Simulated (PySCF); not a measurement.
Electron correlation in Te⁶⁺ (tellurium, charge +6)

Starting occupation: [Kr] 4d10. All numbers are calculated (PySCF 2.14, X2C-1e with screened-nucleus spin-orbit coupling, Gaussian nucleus, in x2c-TZVPPall-2c with one added diffuse shell each of s, p, d, f type (9s10p6d3f, 90 functions)). Frozen: [Ar] 3d10; 18 electrons correlated; the 6 highest virtual spinors left out.

MP2 pair energies summed by pair of shells (mhartree):

```tsv
pair	energy	share (%)
4d3/2-4d5/2	-114.37	30.8
4d5/2-4d5/2	-85.97	23.1
4d3/2-4d3/2	-37.64	10.1
4d5/2-4p3/2	-28.08	7.5
4d3/2-4p3/2	-18.80	5.1
4d5/2-4p1/2	-14.01	3.8
4p3/2-4p3/2	-13.31	3.6
4p1/2-4p3/2	-12.53	3.4
4d5/2-4s1/2	-12.30	3.3
4d3/2-4p1/2	-9.15	2.5
4d3/2-4s1/2	-8.12	2.2
4p3/2-4s1/2	-7.95	2.1
4p1/2-4s1/2	-4.01	1.1
4p1/2-4p1/2	-3.30	0.9
4s1/2-4s1/2	-2.39	0.6
```

Total MP2 correlation energy: -371.92 mhartree.

The virtual space was cut to 108 spinors, which keep -371.92 of the -371.92 mhartree of MP2 correlation.

| level | correlation energy (mhartree) |
| --- | --- |
| CCSD | -359.48 |

Diagnostics: T1 = 0.0026, largest double amplitude 0.014.

Cost of the coupled-cluster step: 130 s of wall time on 4 threads of Intel(R) Xeon(R) Platinum 8259CL CPU @ 2.50GHz (shared host), for 18 occupied and 108 virtual spinors.

This basis was not built for core-valence correlation, so the inner-shell part is incomplete.
